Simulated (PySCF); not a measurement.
SMILES c1c(c(C=C)ccc1)S (C8H8S) at its GFN2-xTB optimised geometry (Å):

```
17

C      2.4825    -1.8037     0.0000
C      1.1547    -1.8037     0.0000
C      0.2796    -0.6397     0.0000
C      0.7708     0.6657    -0.0415
C     -0.0728     1.7582    -0.0428
C     -1.4448     1.5706    -0.0026
C     -1.9616     0.2899     0.0387
C     -1.1135    -0.8086     0.0398
S     -1.8011    -2.4412     0.0950
H      3.0721    -0.9032     0.0014
H      3.0359    -2.7268     0.0000
H      0.6394    -2.7565     0.0021
H      1.8371     0.8229    -0.0755
H      0.3367     2.7565    -0.0756
H     -2.1144     2.4174    -0.0037
H     -3.0326     0.1443     0.0700
H     -3.0721    -2.0431     0.1129
```

Computed with PBE/def2-SVP (PySCF).

Map of the Laplacian of the electron density (e/bohr⁵) on the plane z = 1.2 Å:

```
|                           |
|                           |
|                           |
|                           |
|                           |
|                           |
|            ...            |
|       .:::.:-:.           |
|       .-=====-.           |
|       .=+***+=:.          |
|       :+**+++*=:.         |
|      :=*#*--=++=:.        |
|     .-+**+-:=++=:.        |
|     .-+*##==+*+-.         |
|     .:-+##****+:. ..      |
|      ..-*###**+-::::.     |
|      .:-*#*+=**++=+=:     |
|     .-=#%#=::=**#*+=:     |
|     :=%@@%=..-+***+=:     |
|     .=%@%%=..:==--=-:     |
|     .:+#%*:...:......     |
|      .:-=-.               |
|        ...                |
|                           |
|                           |
|                           |
|                           |
```
Scale: ten equal steps from 0.000 (start of ' ') to 0.075 (end of '@'), in the order ' .:-=+*#%@'; x runs from -5.50 to 5.50, y from -5.50 (bottom) to 5.50 (top).
